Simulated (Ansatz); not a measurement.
Species: SbF2, net charge 1, singlet state. It need not be the lowest isomer of its formula. SMILES: [F][Sb+][F]
Geometry: optimised at B3LYP-D3(BJ)/def2-TZVP (Ansatz, an electronic-structure program).

Computed values are from Ansatz. Cores are frozen in the correlated levels unless marked. UHF or UKS for open shells. No spin-orbit coupling. The frozen core is the preceding noble-gas configuration, with the filled d and f shells of earlier blocks. Past Kr the def2 sets carry scalar-relativistic core potentials. CBS marks a two-point X^-3 extrapolation of the correlation energy; Hartree-Fock from the larger set. [CCSD(T)-MP2]/basis is that difference in the basis named.

Task: What is the vertical electron affinity (to the doublet; negative means unbound) at RI-MP2/CBS(def2-TZVPPD,def2-QZVPPD)+[CCSD(T)-MP2]/def2-TZVPPD?

Result: 8.50 eV.

Task: What is the T1 diagnostic at CCSD/def2-QZVPPD?

Result: 0.020.

Task: What is the total energy at CCSD(T)/CBS(def2-TZVPPD,def2-QZVPPD)?

Result: -438.7039 Eh.

Task: What is the vertical triplet-singlet gap at RI-MP2/CBS(def2-TZVPPD,def2-QZVPPD)+[CCSD(T)-MP2]/def2-TZVPPD?

Result: 3.99 eV.
